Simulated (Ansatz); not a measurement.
Total energies of cyclo-(H2SiS)2 (Si2H4S2) from Ansatz at PBE-D4/def2-TZVP, gas phase (1 Eh = 27.2114 eV = 2625.5 kJ/mol). The reference geometry is relaxed at PBE0-D4/def2-SVP.

Cartesian coordinates in Å:
```
Si 0.5772 -0.2054 1.2614
H 1.6547 0.6274 1.8659
H 0.2090 -1.2924 2.2118
S 1.1313 -0.9721 -0.6757
Si -0.5768 0.2055 -1.2616
H -0.2111 1.2917 -2.2136
H -1.6548 -0.6287 -1.8634
S -1.1296 0.9740 0.6752
```

| state | geometry | energy (Eh) |
| --- | --- | --- |
| charge 0 singlet | reference | -1377.29156 |
| charge 1 doublet | reference | -1376.95605 |
| free Si atom (triplet) | – | -289.22285 |
| free H atom (doublet) | – | -0.49962 |
| free S atom (triplet) | – | -397.93833 |

(1) Work out the vertical ionisation energy to the doublet.

(2) What is the binding energy per atom against free atoms?

(1) E(charge 1 doublet) − E(charge 0 singlet) = -1376.95605 − (-1377.29156) = 0.33551 Eh = 9.13 eV. For comparison, −ε of the highest occupied level is 6.45 eV at this level, 2.68 eV less.

(2) Atoms: 2 × (-289.22285) + 4 × (-0.49962) + 2 × (-397.93833) = -1376.32084 Eh. Binding: -1376.32084 − (-1377.29156) = 0.97072 Eh = 26.41 eV, or 3.30 eV for each of 8 atoms (no zero-point energy, no counterpoise term).
